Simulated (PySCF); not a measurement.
Potential energy curve for BeO, singlet.

Methods: RKS-BLYP = restricted BLYP/cc-pVTZ in PySCF; UKS-CAM-B3LYP = unrestricted CAM-B3LYP/cc-pVTZ in PySCF 2.14.0; RKS-CAM-B3LYP = restricted CAM-B3LYP/cc-pVTZ run with PySCF 2.14.0.

Magnitude of the dipole moment (D; its direction can reverse along the curve, and a method can change to another solution) and Mulliken charge of the fragment that holds Be1:

```
R / Å  μ RKS-BLYP  q RKS-BLYP  μ UKS-CAM-B3LYP  q UKS-CAM-B3LYP  μ RKS-CAM-B3LYP  q RKS-CAM-B3LYP
-----  ----------  ----------  ---------------  ---------------  ---------------  ---------------
1.05         5.45        0.03             5.67             0.08             5.67             0.08
1.13         5.54        0.12             5.91             0.17             5.91             0.17
1.18         5.57        0.16             6.03             0.21             6.03             0.21
1.26         5.60        0.22             6.20             0.27             6.20             0.27
1.27         5.60        0.23             6.22             0.27             6.22             0.27
1.32         5.61        0.26             6.32             0.31             6.32             0.31
1.36         5.62        0.29             6.38             0.33             6.38             0.33
1.42         5.63        0.32             6.46             0.36             6.46             0.36
1.46         5.63        0.34             6.51             0.39             6.51             0.39
1.55         5.64        0.38             2.44             0.25             6.57             0.43
1.63         5.63        0.41             1.75             0.26             6.58             0.46
1.77            —           —             2.25             0.32             6.49             0.49
1.99            —           —             3.02             0.39             6.11             0.48
2.20            —           —             3.69             0.42             5.65             0.44
2.39            —           —             4.01             0.40             5.24             0.40
2.62            —           —             3.64             0.32             4.76             0.34
2.91            —           —             2.76             0.20             4.21             0.27
3.26            —           —             1.68             0.10             3.57             0.20
3.61            —           —             0.84             0.04             2.97             0.15
3.99            —           —             0.33             0.01             2.38             0.11
4.65            —           —             0.10            -0.01             1.49             0.06
5.24            —           —             0.06             0.00             0.85             0.03
```

A dash means that the run gave no value there, or that the column was ended at a point which the program doubted or which failed a test of continuity chosen for this set; such a test can also cut sound points.

The restricted form behind RKS-BLYP, RKS-CAM-B3LYP keeps the bonding electrons paired and can't separate into open-shell fragments. The unrestricted determinant behind UKS-CAM-B3LYP is spin-contaminated at 1.55 to 5.24 Å (<S²> up to 1.1, against 0.00 for a pure singlet).
